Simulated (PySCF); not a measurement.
Compound: C₇H₁₂BN.
Structure used (PBE0-D3(BJ)/def2-SVP), in Å, numbered top down from 1:
```
atom  x, y, z in Å
C1    -2.451   -1.458    0.491
B2    -1.430   -0.307    0.108
C3    -1.955    1.181   -0.042
C4     0.041   -0.720   -0.098
C5     0.557   -2.018    0.024
C6     1.936   -1.997   -0.238
C7     2.253   -0.676   -0.519
N8     1.131    0.079   -0.437
C9     1.120    1.500   -0.674
H10   -2.460   -2.247   -0.280
H11   -3.484   -1.103    0.623
H12   -2.143   -1.959    1.425
H13   -1.761    1.579   -1.053
H14   -1.438    1.866    0.651
H15   -3.035    1.270    0.148
H16   -0.036   -2.893    0.282
H17    2.633   -2.832   -0.227
H18    3.210   -0.223   -0.775
H19    0.785    2.052    0.216
H20    0.460    1.761   -1.513
H21    2.138    1.826   -0.920
```

Level of theory: PySCF 2.14.0, PBE0-D3(BJ)/def2-SVP geometry optimisation, gas phase.

Masses are those of the commonest isotopes; rigid-rotor values at the optimised geometry. 

Problem. Give the principal moments of inertia and the rotational constants in MHz.

Solution. Ia = 206.68, Ib = 360.62, Ic = 557.87 u·Å²; 505379 MHz·u·Å²/I gives A = 2445, B = 1401, C = 905.9 MHz.

Problem. Classify the top.

Solution. An asymmetric top. Ray's parameter κ = (2B − A − C)/(A − C) = -0.356; −1 is the prolate and +1 the oblate limit.

Problem. What does the inertial defect say?

Solution. Not planar: Δ = Ic − Ia − Ib = -9.43 u·Å². For a rigid frame Δ = −2 Σ m c², so Σ m c² = 4.72 u·Å² lies off the ab plane, practically all of it from hydrogen. The atom farthest from that plane is 0.89 Å away.

Problem. Which types of transition are allowed, and where do some lines up to J = 3 fall?

Solution. The dipole components are |μa| = 0.96 D, |μb| = 1.92 D, |μc| = 0.00 D; the mirror of this Cs structure is the ab plane, so μc vanishes by symmetry and there are no c-type lines. Intensities carry the squares of the components, which stand as 0.25 : 1.00 (a : b). Some lines, for components of 0.1 D or more:

```csv
type,branch,"J(Ka,Kc)",MHz,lower level (cm⁻¹)
a,Q,"1(1,0) ← 1(1,1)",496,0.112
a,Q,"3(2,1) ← 3(2,2)",635,0.634
a,Q,"2(1,1) ← 2(1,2)",1487,0.249
b,Q,"1(1,0) ← 1(0,1)",1539,0.077
b,Q,"3(2,1) ← 3(1,2)",3126,0.551
b,Q,"2(2,0) ← 2(1,1)",3270,0.299
b,Q,"3(1,2) ← 3(0,3)",3310,0.441
b,R,"1(1,1) ← 0(0,0)",3351,0.000
a,R,"2(1,2) ← 1(1,1)",4119,0.112
b,Q,"2(2,1) ← 2(1,2)",4618,0.249
a,R,"2(1,1) ← 1(1,0)",5110,0.128
b,R,"2(1,2) ← 1(0,1)",5163,0.077
b,Q,"3(2,2) ← 3(1,3)",5439,0.453
b,R,"3(0,3) ← 2(1,2)",5739,0.249
b,Q,"3(3,0) ← 3(2,1)",5926,0.655
a,R,"3(1,3) ← 2(1,2)",6101,0.249
a,R,"3(0,3) ← 2(0,2)",6426,0.226
b,Q,"3(3,1) ← 3(2,2)",6535,0.634
b,R,"3(1,3) ← 2(0,2)",6788,0.226
a,R,"3(1,2) ← 2(1,1)",7562,0.299
b,R,"2(2,1) ← 1(1,0)",8242,0.128
b,R,"2(2,0) ← 1(1,1)",8876,0.112
b,R,"3(3,0) ← 2(2,1)",13483,0.403
```

PBE0-D3(BJ)/def2-SVP frequencies: not computed here. These are rigid-rotor constants of the computed structure; measured ground-state constants (B0) also hold zero-point vibration. A rigid rotor knows nothing of internal rotation, which can split or shift real lines. Quadrupole hyperfine structure (11B, 14N) is left out.
